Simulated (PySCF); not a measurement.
# Stretching one bond of AlF2 cation

Calculated results; nothing here was measured. They come from PySCF 2.14.0, an open-source quantum chemistry program, on an isolated molecule that a program drew, which may never have been made. The molecule is AlF2 cation (charge +1, singlet), drawn as the SMILES string `[F][Al+][F]`.

The structure below is the HF double-zeta minimum with every atom moved a little at random, so it isn't optimised. Bond F1-Al2 is then set to each length in the table by shifting atoms 2, 3 along it, with nothing else relaxed.
```xyz
3
AlF2 cation, angstrom
F    -0.9836   -2.1384    0.1307
Al   -2.0607   -0.9884   -0.3865
F    -2.9825    0.0736   -0.7633
```

E is the energy above the same method's energy at the HF double-zeta minimum. IE is the energy to remove one electron at fixed geometry, to the doublet state of charge +2, as a difference of total energies. The basis family is cc-pV(n+d)Z, with UHF for radicals and no spin-orbit coupling. Best is HF at quadruple zeta, plus MP2 correlation extrapolated from triple and quadruple zeta, plus CCSD(T) minus MP2 at triple zeta, with a frozen core. The other columns are at triple zeta.

| bond (Å) | E PBE (kcal/mol) | E wB97X (kcal/mol) | E CCSD(T) (kcal/mol) | E best (kcal/mol) | IE PBE (eV) | IE wB97X (eV) | IE CCSD(T) (eV) | IE best (eV) | T1 |
|---|---|---|---|---|---|---|---|---|---|
| 1.6074 | 12.58 | 10.93 | 11.32 | 11.10 | 22.116 | 22.904 | 22.863 | 23.045 | 0.014 |
| 1.6304 | 12.79 | 11.44 | 11.80 | 11.62 | 22.024 | 22.752 | 22.687 | 22.870 | 0.015 |
| 1.6584 | ? | ? | ? | ? | ? | ? | ? | ? | ? |
| 1.9384 | 38.99 | 42.03 | 41.90 | 42.05 | 20.763 | 20.686 | 20.642 | 20.847 | 0.019 |
| 1.9574 | 41.28 | 44.60 | 44.43 | 44.57 | 20.685 | 20.573 | 20.534 | 20.741 | 0.019 |

T1 is the CCSD diagnostic of the starting molecule.

**Estimate the best E and IE at 1.6584 Å from the other rows.**

A cubic in the inverse of the bond length through the other values of E best gives 12.79 kcal/mol there. A least-squares quadratic in the bond length through IE best gives 22.662 eV. The calculation gives 12.77 kcal/mol and 22.662 eV, so the fits miss by 0.02 kcal/mol and 0.000 eV. The same recipe one zeta lower moves these two values by 0.33 kcal/mol and 0.01 eV, a gauge of their own error. The rest of the row: E is 13.57 (PBE), 12.60 (wB97X), 12.92 (CCSD(T)); IE is 21.912 (PBE), 22.556 (wB97X), 22.477 (CCSD(T)); T1 is 0.015.
